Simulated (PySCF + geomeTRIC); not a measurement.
Species: [Zn(F)2] (charge 0, multiplicity 1).

**Question.** Give a relaxed geometry from TPSS-D3(BJ)/def2-SVP (PySCF + geomeTRIC).

**Answer.** the end point of this relaxation.
Cartesian coordinates (Å) in one orientation:
```xyz
3

Zn     0.000     0.000     0.000
F     -1.670    -0.469    -0.080
F      1.670     0.469     0.080
```
